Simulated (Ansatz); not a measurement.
Born–Oppenheimer molecular dynamics of F₄GeH₂S (8 atoms, charge 0, multiplicity 1). It starts at the highest image of a converged band, a first-order saddle point between two minima.

All numbers below come from Ansatz, RKS PBE0-D4/def2-SVP.

* ensemble: NVE (velocity Verlet)
* time step: 0.5 fs
* steps asked: 200
* starting velocities drawn for: 300 K
* seed: 7146

First frame:

```xyz
8
Properties=species:S:1:pos:R:3
Ge -0.551 -0.432 -0.251
F 1.122 -1.095 0.407
F -0.531 -1.667 -1.437
F -1.254 -0.729 1.284
F -1.822 0.528 -0.933
H 1.560 0.135 0.277
S 0.977 1.419 -0.271
H 0.498 1.841 0.924
```

Problem. What does the run give?

Solution. All steps were run.

```json
{
 "steps done": "200",
 "time covered": "100 fs",
 "mean temperature over the second half": "602 K",
 "spread of the potential energy over the second half": "7.0 meV per atom",
 "mean potential energy of the second half above the start": "-29.2 meV per atom"
}
```

The conserved energy stayed within 0.069 meV per atom of its start (net change 0.05 meV per atom), so the integration is sound. The system heated up, since it started high on the potential surface and ran downhill. A run of 0.1 ps of so small a system gives no equilibrium averages. The orbitals stay closed-shell, which can raise the energy where a bond breaks towards radicals; this wasn't checked here.

Problem. What happens to the structure?

Solution. The step under study would form Ge1–S7, F2–H6 and break Ge1–F2, H6–S7. These pairs go: Ge1–S7 2.40 → 3.17 Å, F2–H6 1.31 → 3.30 Å, Ge1–F2 1.92 → 1.74 Å, H6–S7 1.51 → 1.32 Å. In the last frame they stand as before the step (other bonds may differ from the relaxed reactants and products). It ends as F4Ge + H2S. Pairs count as bonded within 1.25 times the sum of covalent radii (0.12 Å more for H–H). Another seed would give other details.

Problem. How do temperature and energy run in time?

Solution. 
```csv
time (fs),T (K),potential energy less start (eV),conserved less start (meV/atom)
0.0,300,0.000,0.00
3.0,242,0.045,0.06
6.0,251,0.038,0.02
9.0,217,0.065,0.06
12.0,247,0.041,0.02
15.0,254,0.036,0.06
18.0,339,-0.030,0.02
21.0,386,-0.066,0.05
24.0,485,-0.144,0.00
27.0,489,-0.146,0.05
30.0,493,-0.150,0.02
33.0,444,-0.111,0.05
36.0,470,-0.132,0.01
39.0,494,-0.150,0.05
42.0,582,-0.218,0.02
45.0,631,-0.257,0.03
48.0,661,-0.280,0.01
51.0,646,-0.268,0.04
54.0,637,-0.261,0.03
57.0,615,-0.244,0.03
60.0,597,-0.230,0.03
63.0,578,-0.215,0.04
66.0,571,-0.210,0.03
69.0,559,-0.200,0.02
72.0,523,-0.172,0.03
75.0,488,-0.145,0.04
78.0,480,-0.139,0.04
81.0,530,-0.178,0.02
84.0,587,-0.223,0.04
87.0,652,-0.273,0.02
90.0,670,-0.287,0.03
93.0,684,-0.298,0.02
96.0,683,-0.297,0.05
99.0,745,-0.345,0.03
```

Time of the run: 12 min on 2 threads of Arm Neoverse V1 (shared host), peak memory 0.3 GiB.
